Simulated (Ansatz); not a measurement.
# Which level was it?

AlNH4SO has 8 atoms, charge 0, and is taken as a singlet. SMILES: `[NH2][Al]([OH])[SH]`. Geometry: relaxed at PBE0-D4/def2-TZVP. This is one conformer, not always the lowest.

```xyz
8

N    -0.4489    1.4811    0.1517
Al   -0.0017   -0.2126   -0.0289
O     1.5984   -0.7631   -0.0740
S    -1.5660   -1.7171   -0.2104
H     0.1928    2.2508    0.2418
H    -1.3985    1.8142    0.1794
H     2.3723   -0.2084   -0.0053
H    -0.6561   -2.7019   -0.3100
```

A calculation with Ansatz 0.2.0 gave:

```yaml
total_energy: -773.1236 Eh
dipole_moment: 3.11 D
HOMO_energy: -6.75 eV
LUMO_energy: -0.26 eV
HOMO–LUMO_gap: 6.49 eV
largest_force: 0.506 eV/Å
```

Q: Which of these levels gave the numbers?
A. B3LYP/6-31G* (spherical functions)
B. B2PLYP/def2-SVP
C. B3LYP/6-31G* (Cartesian functions)
D. B2PLYP/STO-3G

A: A. The others give -763.4796 Eh (B2PLYP/STO-3G), -772.4549 Eh (B2PLYP/def2-SVP), -773.1307 Eh (B3LYP/6-31G* (Cartesian functions)).
